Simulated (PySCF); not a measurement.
**Multinuclear NMR of C₆H₆ClFO₂**

Geometry:
```
atom   x (Å)   y (Å)   z (Å)
  C1   2.216   0.417   0.060
  C2   1.266  -0.245  -0.585
  C3  -0.136  -0.346  -0.155
  O4  -0.868   0.716   0.179
  C5  -0.391   2.031  -0.025
  C6  -0.719  -1.582  -0.108
 Cl7   0.233  -2.982  -0.474
  C8  -2.080  -1.909   0.261
  O9  -2.596  -2.975   0.327
 F10  -2.823  -0.797   0.551
 H11   2.033   0.949   0.978
 H12   3.231   0.418  -0.296
 H13   1.503  -0.821  -1.469
 H14  -1.277   2.641  -0.200
 H15   0.281   2.096  -0.882
 H16   0.118   2.397   0.869
```

All values are calculated (PySCF): geometry from GFN2-xTB, shielding tensors at PBE0/pcSseg-1 (GIAO). Averaged over atoms made equivalent by symmetry, fast rotation or ring inversion, isolated molecule, one conformer, no relativistic terms.

(1) What are the $^{19}$F shifts?

(2) What are the $^{17}$O shifts?

## Answers

(1) 
```json
{"atoms": "F10", "environment": "fluorine bonded to C", "σ (ppm)": "141.8", "δ (ppm)": "18.1"}
```

Shieldings were converted by a linear fit to measured shifts: $^{19}$F (scatter 6.0 ppm rms, 7.0 ppm with the 5 outliers that the fit left out vs CFCl3, solution or neat liquid, with a term for F on sp3 carbon). Occasional misses reach two or three times the rms, and more in compound classes unlike the fitted ones.

On a 300 MHz spectrometer $^{19}$F resonates near 282.3 MHz, so 1 ppm is 282.3 Hz.

(2) 
```
atoms      environment  σ (ppm)  δ (ppm)
   O9  carbonyl oxygen   -105.1    362.5
   O4     ether oxygen    193.3     90.6
```

Shieldings were converted by a linear fit to measured shifts: $^{17}$O: δ = 266.70 − 0.911σ (rms 10.7 ppm, 155 shifts, 12.2 ppm with the 3 outliers that the fit left out vs liquid water, solution or neat liquid). Occasional misses reach two or three times the rms, and more in compound classes unlike the fitted ones.

On a 400 MHz spectrometer $^{17}$O resonates near 54.2 MHz, so 1 ppm is 54.2 Hz.
